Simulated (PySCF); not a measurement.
Sn(H)2(OH)(NH2) (H5NOSn), SMILES [NH2][SnH2][OH]. Atoms are numbered in the order given.

```xyz
8

Sn     0.2927    -0.0250     0.0000
N     -0.7352     1.7296     0.0000
O     -1.0720    -1.4924     0.0000
H      1.2139    -0.0980     1.4456
H      1.2139    -0.0980    -1.4456
H     -1.3365     1.8243    -0.8194
H     -1.3365     1.8243     0.8194
H     -0.6674    -2.3709     0.0000
```

Geometry optimised at r2SCAN-D4/def2-SVP. The geometry has at least one imaginary mode, so it is a saddle point at that level. The def2 effective core potentials stand for the cores of Sn; spin–orbit coupling is left out. One conformer was computed; it need not be the lowest.

Method: C-PCM-PBE0/def2-SVP (PySCF 2.14.0).

The values are the electrostatic part of the solvation free energy, E(continuum) − E(gas) at the gas-phase geometry, in a cavity of scaled van der Waals radii (PySCF's table); cavitation and dispersion terms are not included. A continuum can't describe solvent molecules that bind to the metal. In vacuum the orbital gap is 7.42 eV. The dipole moment in vacuum is 0.94 D.

Computed values in water (ε = 78.36), dimethylsulfoxide (ε = 46.83), N,N-dimethylformamide (ε = 37.22):
```tsv
solvent	ε	ΔG(elec) (kcal/mol)	dipole (D)	gap (eV)
water	78.36	-7.5	1.21	7.60
dimethylsulfoxide	46.83	-7.5	1.21	7.59
N,N-dimethylformamide	37.22	-7.4	1.20	7.59
```
